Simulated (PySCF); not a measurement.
Basis and Hamiltonian dependence of the excitation energy of Be⁺

Be⁺ [He] 2s1 (2S) → Be⁺ [He] 2p1 (2P). All values are computed (PySCF 2.14, energy differences of UHF-based or UKS calculations, no spin-orbit coupling). Values in eV.

```csv
basis,Hamiltonian,functions,UHF,PBE,PBE0,CCSD(T) (valence and next inner shell)
x2c-TZVPPall,spin-free X2C,19,4.022,3.493,3.630,4.020
def2-TZVPPD,non-relativistic,22,4.019,3.490,3.627,4.018
aug-cc-pVDZ,non-relativistic,23,3.990,3.450,3.592,n/a
aug-cc-pCVDZ,non-relativistic,27,4.015,3.497,3.633,4.018
ANO-RCC-VTZP,spin-free X2C,30,4.075,3.569,3.702,4.061
def2-QZVPPD,non-relativistic,36,3.988,3.448,3.589,3.985
"x2c-QZVPPall with one added diffuse shell each of s, p type",spin-free X2C,40,3.991,3.450,3.591,3.962
cc-pVQZ,non-relativistic,55,3.988,3.442,3.585,n/a
aug-cc-pCVTZ,non-relativistic,59,3.993,3.448,3.591,3.987
aug-cc-pCVTZ-DK,spin-free X2C,59,3.995,3.451,3.593,3.990
dyall-av3z,non-relativistic,76,3.986,3.444,3.586,n/a
dyall-acv3z,non-relativistic,76,3.986,3.444,3.586,3.981
"aug-cc-pVQZ with one added diffuse shell each of s, p, d, f, g type",non-relativistic,105,3.988,3.442,3.585,n/a
aug-cc-pCVQZ-DK,spin-free X2C,109,3.990,3.446,3.589,n/a
```

Frozen in the all-electron rows: valence and next inner shell: nothing; valence: 1s2.

Reference for a calculation without spin-orbit coupling: 3.959 eV (measured, between term centres; NIST).
